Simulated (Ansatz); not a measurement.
Consider the ligand exchange at the Si–C bond: `[F][AlH][CH](F)[SiH3]` + `[NH2][Sc]([OH])[OH]` → `[NH2][Sc]([OH])[O][SiH3]` + `F[CH2][AlH][F]`.

Computed with Ansatz on PBE0-D4/def2-TZVP structures; ΔE is electronic, products minus reactants. CBS: MP2 limit from def2 TZ/QZ plus the TZ coupled-cluster correction, frozen cores. DFT in def2-TZVPP. For Sc outer-core shells are correlated without core-valence functions, which leaves a few kJ/mol of doubt a bond. Scalar relativity is left out up to krypton. One conformer a species, not always the lowest.

`[F][AlH][CH](F)[SiH3]`:

Cartesian coordinates in Å:
```
F -0.523 0.814 -2.562
Al 0.714 0.197 -1.661
C 0.565 0.428 0.289
F 1.754 -0.066 0.876
Si -0.926 -0.418 1.086
H 1.898 -0.539 -2.389
H 0.498 1.498 0.530
H -2.145 0.234 0.539
H -0.944 -1.861 0.727
H -0.891 -0.287 2.565
```

`[NH2][Sc]([OH])[OH]`:

Cartesian coordinates in Å:
```
N -0.037 0.084 1.649
Sc 0.007 -0.017 -0.334
O -1.326 0.935 -1.245
O 1.377 -1.054 -1.083
H -0.707 0.598 2.207
H 0.607 -0.368 2.285
H -1.922 1.354 -1.858
H 2.000 -1.531 -1.622
```

`[NH2][Sc]([OH])[O][SiH3]`:

Cartesian coordinates in Å:
```
N -1.590 1.927 0.387
Sc -1.010 0.034 0.399
O -2.237 -1.221 1.041
O 0.743 -0.346 -0.246
Si 2.221 -0.750 -0.785
H -1.043 2.718 0.071
H -2.487 2.280 0.695
H -2.710 -1.997 1.324
H 2.232 -0.846 -2.272
H 2.650 -2.068 -0.234
H 3.230 0.268 -0.379
```

`F[CH2][AlH][F]`:

```xyz
7

F     0.291   -1.845    0.319
C    -0.504   -0.706    0.215
Al    0.528    0.909   -0.258
F     2.155    0.797   -0.481
H    -1.287   -0.906   -0.530
H    -1.032   -0.572    1.169
H    -0.150    2.324   -0.433
```

CCSD(T)/CBS gives -1.22 eV.

Question: Another level gave -1.30 eV. Which?
A. PBE-D4/def2-TZVPP
B. CCSD(T)/def2-TZVPP
C. SCS-MP2/def2-TZVPP
D. HF/def2-TZVPP

Answer: C. SCS-MP2/def2-TZVPP -1.30, CCSD(T)/def2-TZVPP -1.23, PBE-D4 -1.03, HF/def2-TZVPP -1.49 eV.

Largest T1 diagnostic among the species: 0.016.

In def2-TZVPP, CCSD(T) changes the Hartree–Fock value by +0.26 eV (the triples alone add +0.04 eV) and MP2 by +0.24 eV. From PBE to PBE0 (25 % exact exchange), in def2-TZVPP and without D4, ΔE moves by −0.08 eV. The D4 term adds +0.03 eV with B3LYP and +0.02 eV with PBE0; it sums over pairs of atoms, weighted by their polarisabilities, and B3LYP, whose exchange is more repulsive, gets the larger term.

B3LYP here is the variant with VWN-RPA as its local correlation; programs differ in this.
